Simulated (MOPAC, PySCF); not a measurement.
H4AlBrN2, SMILES `[NH2][Al]([NH2])[Br]`, neutral singlet in the gas phase. 

Z-matrix (Å, degrees):
```
Al
N 1 1.7611
H 2 1.0071 1 124.06
H 2 1.0073 3 110.60 1 -179.97
N 1 1.7611 2 122.95 3 -179.99
H 5 1.0071 1 123.99 2 179.97
H 5 1.0073 6 110.60 1 179.98
Br 1 2.2669 2 118.55 3 0.02
```
Charge 0, spin multiplicity 1.

All levels are single points at this geometry (B3LYP-D3(BJ)/def2-TZVP); Pople sets use spherical d functions. Orbital energies aren't observables, and empty levels follow the basis.

PM7 in MOPAC gives HOMO (eV) = -10.18.

Question: Estimate the HOMO (eV) from each of these levels: B3LYP-D3(BJ)/def2-TZVP in PySCF; PBE-D3(BJ)/def2-TZVP in PySCF; B3LYP/3-21G in PySCF; B3LYP/6-31G* in PySCF; B3LYP/LANL2DZ in PySCF; M06-2X/6-31G* in PySCF; PBE/6-31G* in PySCF; HF/3-21G in PySCF; HF/6-31G* in PySCF; HF/STO-3G in PySCF; AM1 in MOPAC; PM6 in MOPAC.

Answer: 
```tsv
level	HOMO (eV)
B3LYP-D3(BJ)/def2-TZVP in PySCF	-7.02
PBE-D3(BJ)/def2-TZVP in PySCF	-5.84
B3LYP/3-21G in PySCF	-6.20
B3LYP/6-31G* in PySCF	-6.66
B3LYP/LANL2DZ in PySCF	-6.87
M06-2X/6-31G* in PySCF	-8.41
PBE/6-31G* in PySCF	-5.47
HF/3-21G in PySCF	-10.35
HF/6-31G* in PySCF	-10.63
HF/STO-3G in PySCF	-7.71
AM1 in MOPAC	-9.65
PM6 in MOPAC	-9.31
```
